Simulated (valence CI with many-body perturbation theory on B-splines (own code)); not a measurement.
Values are calculated unless marked as measured or tabulated.
**Ladder of approximations for Dy⁵⁰⁺**

Level of theory: relativistic CI+MBPT: six valence electrons over a frozen Dirac-Fock core [Ne], radial functions for each j: 9 s, 9 p, 8 d, 6 f, 3 g, 1 h, with the one-electron correlation potential Σ1 (screened to all orders), the two-electron term Σ2, the three-electron term Σ3, Breit, model QED; selected single and double excitations, second order for the rest, scaled by the run's own slope (own B-spline code, finite nucleus).

No measured spectrum was set against this ion. As an estimate, large intervals hold to a few tenths of a per cent, small ones and those within an open d or f shell to about a per cent. Among the levels kept, up to 1100 cm⁻¹ of a level comes from second order outside the variational space, and about a tenth of that is noise between levels of different J, which matters for small intervals.

Each rung adds one term. CI alone is the Dirac-Coulomb CI over the frozen core; QED comes last and gives the full result, which names the levels. Energies are above (3s^2 3p1/2^2 3p3/2^2) J=2 on the same rung, in × 10³ cm⁻¹.

Levels are named by their leading jj configuration (3d3/2^4 stands for four electrons in 3d with j = 3/2), which in mixed levels can hold well under half, so a name can repeat and another be missing. Letters in brackets count levels of one name in rising energy.

```
                             Level  CI alone
        (3s^2 3p1/2^2 3p3/2^2) J=0    134.71
          (3s^2 3p1/2 3p3/2^3) J=1    1624.3
    (3s^2 3p1/2^2 3p3/2 3d3/2) J=2    1646.2
          (3s^2 3p1/2 3p3/2^3) J=2    1696.3
    (3s^2 3p1/2^2 3p3/2 3d3/2) J=1    1700.3
    (3s^2 3p1/2^2 3p3/2 3d3/2) J=0    1701.5
    (3s^2 3p1/2^2 3p3/2 3d3/2) J=3    1710.2
    (3s^2 3p1/2^2 3p3/2 3d5/2) J=4    2066.1
    (3s^2 3p1/2^2 3p3/2 3d5/2) J=2    2095.5
    (3s^2 3p1/2^2 3p3/2 3d5/2) J=3    2244.3
    (3s^2 3p1/2^2 3p3/2 3d5/2) J=1    2314.1
          (3s 3p1/2^2 3p3/2^3) J=2    2882.9
          (3s 3p1/2^2 3p3/2^3) J=1    3030.6
(3s^2 3p1/2 3p3/2^2 3d3/2) J=2 [a]    3208.4
    (3s^2 3p1/2 3p3/2^2 3d3/2) J=0    3214.9
(3s^2 3p1/2 3p3/2^2 3d3/2) J=1 [a]    3220.9
```

Task: What do these energies become with core correlation, Breit and QED?

Result: (3s^2 3p1/2^2 3p3/2^2) J=0 136.54 (+1.83); (3s^2 3p1/2 3p3/2^3) J=1 1610.0 (-14.31); (3s^2 3p1/2^2 3p3/2 3d3/2) J=2 1631.2 (-15.01); (3s^2 3p1/2 3p3/2^3) J=2 1678.9 (-17.41); (3s^2 3p1/2^2 3p3/2 3d3/2) J=1 1685.5 (-14.74); (3s^2 3p1/2^2 3p3/2 3d3/2) J=0 1690.1 (-11.41); (3s^2 3p1/2^2 3p3/2 3d3/2) J=3 1692.1 (-18.10); (3s^2 3p1/2^2 3p3/2 3d5/2) J=4 2039.0 (-27.13); (3s^2 3p1/2^2 3p3/2 3d5/2) J=2 2069.9 (-25.53); (3s^2 3p1/2^2 3p3/2 3d5/2) J=3 2214.8 (-29.46); (3s^2 3p1/2^2 3p3/2 3d5/2) J=1 2288.7 (-25.38); (3s 3p1/2^2 3p3/2^3) J=2 2858.7 (-24.21); (3s 3p1/2^2 3p3/2^3) J=1 3006.2 (-24.45); (3s^2 3p1/2 3p3/2^2 3d3/2) J=2 [a] 3177.0 (-31.35); (3s^2 3p1/2 3p3/2^2 3d3/2) J=0 3184.8 (-30.06); (3s^2 3p1/2 3p3/2^2 3d3/2) J=1 [a] 3190.7 (-30.25).

Task: How does the ionisation energy move along the ladder, and which term matters most?

Result: CI alone 4528.2, + Σ1 4529.1, + Σ2 4529.4, + Σ3 4528.6, + Breit 4525.1, + QED 4524.8 eV. The largest step is Breit, -3.5 eV. NIST lists 4523 ± 4 eV (theoretical).
